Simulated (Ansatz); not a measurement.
CH₄OSZn, SMILES `O[CH2][Zn][SH]`, charge 0, multiplicity 1.

Problem. Give a relaxed structure at PBE0-D4/def2-TZVP (Ansatz 0.2.0). (An estimate is asked.)

Solution. The calculation gave: 
Cartesian coordinates in Å:
```
O -1.8115 0.3732 -0.8133
C -0.8145 -0.5916 -0.4905
Zn 0.5882 0.0892 0.7168
S 2.0814 0.9147 2.0738
H -1.4172 1.0479 -1.3690
H -0.3846 -1.0430 -1.3935
H -1.3356 -1.3975 0.0321
H 3.0939 0.6072 1.2435
```
